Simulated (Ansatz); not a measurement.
Two members of one family (BH3 adduct), computed with Ansatz in the gas phase. The two geometries come from different levels. Binding counts from free atoms in the multiplicity of their measured ground term, without zero-point energy. The structures are stationary points that may keep the symmetry of their start.

First: B(AsH3)H3 (singlet, charge 0, B3LYP-D4/def2-TZVP geometry).

```
atom   x (Å)   y (Å)   z (Å)
  B1  -0.209  -0.920  -0.785
 As2   0.148   0.650   0.554
  H3   0.000   2.072   0.070
  H4   1.510   0.772   1.192
  H5  -0.693   0.752   1.804
  H6   0.602  -0.707  -1.644
  H7  -1.356  -0.734  -1.091
  H8  -0.002  -1.885  -0.100
```

| level | HOMO (eV) | LUMO (eV) | gap (eV) | binding per atom (eV) |
| --- | --- | --- | --- | --- |
| PBE-D4/def2-SVP | -7.18 | -0.41 | 6.78 | 2.83 |
| B3LYP-D4/6-31G | -8.25 | 0.52 | 8.77 | 2.78 |
| B3LYP-D4/def2-TZVP | -8.50 | -0.25 | 8.25 | 2.86 |
| PBE0-D4/def2-TZVP | -8.67 | 0.09 | 8.76 | 2.81 |
| ωB97X-V/def2-TZVP | -11.07 | 2.05 | 13.11 | 2.85 |

Second: B(CNMe)H3 (singlet, charge 0, r2SCAN-D4/def2-SVP geometry).

```xyz
10

B    -0.458    1.727   -1.063
C    -0.120    0.451   -0.278
N     0.137   -0.522    0.319
C     0.449   -1.690    1.041
H     0.510   -1.464    2.115
H     1.416   -2.093    0.704
H    -0.330   -2.451    0.880
H    -0.520    1.402   -2.242
H     0.451    2.518   -0.844
H    -1.534    2.123   -0.632
```

Q: Estimate the same table for the second.

A: 
```tsv
level	HOMO (eV)	LUMO (eV)	gap (eV)	binding per atom (eV)
PBE-D4/def2-SVP	-6.68	-1.11	5.57	4.11
B3LYP-D4/6-31G	-7.64	-0.22	7.42	3.89
B3LYP-D4/def2-TZVP	-7.89	-0.52	7.38	3.98
PBE0-D4/def2-TZVP	-8.09	-0.25	7.84	3.98
ωB97X-V/def2-TZVP	-10.46	1.96	12.43	3.95
```
